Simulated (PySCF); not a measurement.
**BeF⁻ from Hartree–Fock to correlated methods**

State: ¹Σ⁺ (singlet), closed shell. Set-up: Be aug-pcseg-1, F aug-pcseg-1; no relativity (PySCF 2.14). De refers to Be + F⁻ in their ground configurations, without counterpoise correction. A positive dipole points towards F; it is taken about the centre of mass and depends on that origin.

```tsv
Level	Re (Å)	ωe (cm⁻¹)	De (eV)	μ (D)
RHF	1.449	1012	n/a	6.43
RHF-MP2	1.473	950	3.18	n/a
RHF-SCS-MP2	1.472	950	3.14	n/a
RHF-CCSD	1.472	953	3.01	n/a
RHF-CCSD(T)	1.475	945	3.02	n/a
PBE	1.463	956	3.43	5.89
BLYP	1.461	957	3.30	5.78
r²SCAN	1.457	975	3.57	6.23
r²SCANh	1.454	983	3.57	6.21
PBE0	1.453	983	3.48	6.04
r²SCAN0	1.450	994	n/a	6.19
```

The bond length runs from 1.449 Å (RHF) to 1.475 Å (RHF-CCSD(T)). De spans 3.01 eV (RHF-CCSD, coupled cluster) to 3.57 eV (r²SCANh, hybrid meta-GGA).

Correlated steps freeze 1 core orbital. Correlated levels converge slowly with the basis: in double zeta they bind strong bonds too weakly, by up to about 1 eV, and carry superposition errors of some tenths. For an ion De counts to the pair picked by the measured ionisation energies or electron affinities, which need not be the lowest pair at this level. The highest Kohn–Sham level is positive in this anion. Much of that is self-interaction error, but it also means that the finite basis helps to hold the extra electron.
